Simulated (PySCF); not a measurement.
Species: C6H8F4.
SMILES: `F[C@]1(C[C@@H](C1)C(F)(F)F)C`

Torsions of this conformer, `[CH3:1][C@:2]1([F:3])[CH2:4][C@H:5]([C:6]([F:7])([F:8])[F:9])[CH2:10]1`: C4–C5–C6–F7 68°.

The closed-shell ground state was solved at several levels (PySCF, density fitting, gas phase, non-relativistic). Geometry: PBE0-D3(BJ)/def2-SVP; no solvent, vibrations or thermal averaging.

```csv
level,basis functions,total energy (Eh),HOMO (eV),LUMO (eV),gap (eV),dipole (D)
CAM-B3LYP/pcSseg-1,210,-632.5609,-10.37,2.01,12.38,0.54
B3LYP/def2-SVPD,276,-632.3917,-8.79,0.30,9.09,0.58
```

Q: Estimate the row for PBE0/pcSseg-1, a basis of 210 functions; the other rows only guide the guess.

A: Total energy -632.1203 Eh, HOMO -8.93 eV, LUMO 1.12 eV, gap 10.05 eV, dipole 0.55 D.

Q: Over all these levels, which gives the widest orbital gap and which the narrowest?

A: CAM-B3LYP/pcSseg-1 (range-separated hybrid) has the widest, 12.38 eV, and B3LYP/def2-SVPD (global hybrid, 20 % exact exchange) the narrowest, 9.09 eV. Functional and basis both differ between the two, so the spread mixes both effects.

Q: How far do the dipole and the HOMO energy spread over the levels?

A: The dipole runs from 0.54 to 0.58 D (mean 0.56 D) and the HOMO from -10.37 to -8.79 eV.
